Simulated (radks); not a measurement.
Results of a calculation; reference values are marked as such.
The nuclear charge of the rhenium ion Re2+ is varied continuously with 73 electrons held in [Xe] 4f14 5d5. Code: a radial shooting solver on a logarithmic mesh with Libxc functionals. Model: Dirac Kohn-Sham, PBE, spin-unpolarised, spherical densities, finite nucleus; open shells fill j = l - 1/2 first; Fermi nuclear charge, rms radius 5.3698 fm. By the Hellmann-Feynman theorem dE/dZ = E(electron-nucleus)/Z, the electronic potential at the nucleus (averaged over a nucleus of fixed radius).

[
 {"Z": "74.5", "E (hartree)": "-16437.1123", "E(electron-nucleus)/Z (hartree)": "-551.069", "HOMO": "5d5/2", "e(HOMO) (eV)": "-14.885", "<r> HOMO (bohr)": "1.939"},
 {"Z": "74.6", "E (hartree)": "-16492.2768", "E(electron-nucleus)/Z (hartree)": "-552.221", "HOMO": "5d5/2", "e(HOMO) (eV)": "-16.014", "<r> HOMO (bohr)": "1.912"},
 {"Z": "74.7", "E (hartree)": "-16547.5565", "E(electron-nucleus)/Z (hartree)": "-553.374", "HOMO": "5d5/2", "e(HOMO) (eV)": "-17.168", "<r> HOMO (bohr)": "1.886"},
 {"Z": "74.8", "E (hartree)": "-16602.9516", "E(electron-nucleus)/Z (hartree)": "-554.528", "HOMO": "5d5/2", "e(HOMO) (eV)": "-18.347", "<r> HOMO (bohr)": "1.861"},
 {"Z": "74.9", "E (hartree)": "-16658.4621", "E(electron-nucleus)/Z (hartree)": "-555.682", "HOMO": "5d5/2", "e(HOMO) (eV)": "-19.549", "<r> HOMO (bohr)": "1.838"},
 {"Z": "75", "E (hartree)": "-16714.0880", "E(electron-nucleus)/Z (hartree)": "-556.837", "HOMO": "5d5/2", "e(HOMO) (eV)": "-20.774", "<r> HOMO (bohr)": "1.815"},
 {"Z": "75.1", "E (hartree)": "-16769.8295", "E(electron-nucleus)/Z (hartree)": "-557.992", "HOMO": "5d5/2", "e(HOMO) (eV)": "-22.021", "<r> HOMO (bohr)": "1.794"},
 {"Z": "75.2", "E (hartree)": "-16825.6865", "E(electron-nucleus)/Z (hartree)": "-559.148", "HOMO": "5d5/2", "e(HOMO) (eV)": "-23.291", "<r> HOMO (bohr)": "1.773"},
 {"Z": "75.3", "E (hartree)": "-16881.6592", "E(electron-nucleus)/Z (hartree)": "-560.305", "HOMO": "5d5/2", "e(HOMO) (eV)": "-24.582", "<r> HOMO (bohr)": "1.753"},
 {"Z": "75.4", "E (hartree)": "-16937.7476", "E(electron-nucleus)/Z (hartree)": "-561.463", "HOMO": "5d5/2", "e(HOMO) (eV)": "-25.895", "<r> HOMO (bohr)": "1.734"},
 {"Z": "75.5", "E (hartree)": "-16993.9518", "E(electron-nucleus)/Z (hartree)": "-562.621", "HOMO": "5d5/2", "e(HOMO) (eV)": "-27.228", "<r> HOMO (bohr)": "1.716"},
 {"Z": "75.6", "E (hartree)": "-17050.2719", "E(electron-nucleus)/Z (hartree)": "-563.781", "HOMO": "5d5/2", "e(HOMO) (eV)": "-28.581", "<r> HOMO (bohr)": "1.698"},
 {"Z": "75.7", "E (hartree)": "-17106.7079", "E(electron-nucleus)/Z (hartree)": "-564.941", "HOMO": "5d5/2", "e(HOMO) (eV)": "-29.955", "<r> HOMO (bohr)": "1.681"},
 {"Z": "75.8", "E (hartree)": "-17163.2600", "E(electron-nucleus)/Z (hartree)": "-566.101", "HOMO": "5d5/2", "e(HOMO) (eV)": "-31.348", "<r> HOMO (bohr)": "1.665"},
 {"Z": "75.9", "E (hartree)": "-17219.9282", "E(electron-nucleus)/Z (hartree)": "-567.263", "HOMO": "5d5/2", "e(HOMO) (eV)": "-32.760", "<r> HOMO (bohr)": "1.649"},
 {"Z": "76", "E (hartree)": "-17276.7127", "E(electron-nucleus)/Z (hartree)": "-568.426", "HOMO": "5d5/2", "e(HOMO) (eV)": "-34.192", "<r> HOMO (bohr)": "1.634"}
]

The central difference of E at Z = 75 is -556.837 hartree, to compare with the third column; the second derivative is -11.6 hartree.
